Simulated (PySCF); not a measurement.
GaH2F, SMILES [F][GaH2].

Geometry optimised at B3LYP-D3(BJ)/def2-TZVP.

Two levels are set side by side: PBE/def2-TZVPD (PySCF) and CAM-B3LYP/def2-TZVPD (PySCF). Same geometry, gas phase. Differences are taken from unrounded values.

```json
[
 {"quantity": "orbital gap (eV)", "PBE": "5.11"},
 {"quantity": "highest occupied level (eV)", "PBE": "-7.60"},
 {"quantity": "lowest empty level (eV)", "PBE": "-2.49"},
 {"quantity": "dipole moment (D)", "PBE": "2.24"},
 {"quantity": "mean polarisability (bohr³)", "PBE": "31.4"}
]
```

These are the PBE values. What does CAM-B3LYP give? (An estimate is asked for; the answer gives what the named calculation found.)


```tsv
quantity	CAM-B3LYP	PBE minus CAM-B3LYP
orbital gap (eV)	9.62	-4.50
highest occupied level (eV)	-10.45	2.85
lowest empty level (eV)	-0.83	-1.66
dipole moment (D)	2.45	-0.21
mean polarisability (bohr³)	29.5	1.9
```

PBE's occupied levels lie high since its potential decays too fast outside the molecule; exact exchange lowers them and widens the gap. PBE's more diffuse valence density responds more strongly to a field. Differences between two approximate levels are no errors against the true value.

Rough cost on one machine, each run with all the roots and properties that it gave: CAM-B3LYP against PBE within a factor of 2.
